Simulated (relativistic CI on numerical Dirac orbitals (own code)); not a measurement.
## Hyperfine structure of Yb60+, mass number 171

Calculated at this level of theory: Dirac-Coulomb-Breit CI, separate exchange-only KLI orbitals for each configuration, model QED (radiative potential, 1s self-energy scaled to tabulated hydrogen-like ionisation energies), unscaled Slater integrals (own radial code, finite nucleus).

Configurations in the expansion (outside the closed core 1s2): 2s2.2p6, 2s2.2p5.3s, 2s2.2p5.3p, 2s2.2p5.3d, 2s.2p6.3s, 2s.2p6.3p, 2s.2p6.3d, 2s2.2p5.4s, 2s2.2p5.4p, 2s2.2p5.4d, 2s2.2p5.4f, 2s2.2p4.3s2, 2s.2p6.4s, 2s2.2p4.3s.3p, 2s.2p6.4p, 2s.2p6.4d. Levels of other configurations are missing.

Nuclear spin I = 1/2, μ = 0.4923 μN (tables of Stone and Pyykkö). The electronic factors are computed for point nuclear moments, without core polarisation or the Bohr-Weisskopf and QED corrections.

```
           Level  E (10³ cm⁻¹)  A (GHz)
2s2.2p5.3s 3P°_2       59553.1     1698
2s2.2p5.3s 1P°_1       59617.0   -366.8
 2s2.2p5.3p 3D_2       60670.6    888.1
 2s2.2p5.3p 3D_3       63009.1    426.4
 2s2.2p5.3p 1P_1       63011.6    431.9
 2s2.2p5.3p 3P_2       63106.2    425.9
2s2.2p5.3d 3P°_1       64277.9    353.6
2s2.2p5.3d 3F°_3       64291.3    383.6
```

Levels with J = 0, under 50 % of one LS term, or S terms without an open s electron are left out. Small factors come from cancelling terms and can be off by tens of per cent or more.

At this charge energies of transitions that change n are usually good to better than 1 %, and those within a shell (Δn = 0) to a few per cent.

Question: Give the hyperfine levels of 2s2.2p5.3s 3P°_2 relative to its centre of gravity.

Answer: With K = F(F + 1) − I(I + 1) − J(J + 1), E = AK/2: F = 3/2: -2547, F = 5/2: 1698 GHz.

LS names give the leading component of a level, which can be under half, so a name can repeat, a term be missing and a line seem to break the LS rules.
